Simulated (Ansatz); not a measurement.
CH₇AlSiSn, SMILES `C[SiH]1[AlH][SnH2]1`, relaxed with RKS PBE0-D4/def2-TZVP in the Gaussian-basis code of Ansatz from a PBE-D4/def2-SVP geometry. The force threshold is 0.005 eV/Å; the program also tests the step.

Total charge 0; spin multiplicity 1. Sn takes the def2 core potential.

Start:

```xyz
11

C     0.606    1.931   -0.746
Si   -0.041    0.149   -0.614
Al   -2.039   -0.904    0.152
Sn    0.184   -1.966    1.110
H     1.715    1.937   -0.752
H     0.248    2.392   -1.690
H     0.250    2.546    0.103
H     0.528   -0.702   -1.730
H    -3.410   -0.552    0.912
H     0.535   -1.854    2.814
H     1.423   -2.977    0.440
```

```tsv
step	energy (eV)	largest force (eV/Å)	largest move (Å)
1	-21449.4640	0.501	0.000
2	-21449.4923	0.317	0.082
3	-21449.5076	0.088	0.042
4 (rejected)	-21449.5061	0.096	0.075
5	-21449.5099	0.028	0.036
6	-21449.5114	0.080	0.100
7	-21449.5134	0.039	0.046
8	-21449.5140	0.034	0.033
9	-21449.5143	0.019	0.014
10	-21449.5145	0.018	0.027
11	-21449.5145	0.021	0.017
12	-21449.5146	0.017	0.011
13	-21449.5146	0.009	0.004
14	-21449.5146	0.003	0.002
```

End:

```xyz
11

C     0.654    1.912   -0.719
Si   -0.041    0.172   -0.555
Al   -2.028   -0.895    0.216
Sn    0.264   -1.873    1.087
H     1.738    1.876   -0.849
H     0.218    2.412   -1.587
H     0.430    2.504    0.169
H     0.325   -0.668   -1.744
H    -3.527   -0.739    0.725
H     0.574   -1.693    2.766
H     1.393   -3.008    0.492
```

It took 56 s on 4 threads of an Arm Neoverse V1 on a shared host, with 0.58 GiB of host memory at the peak.
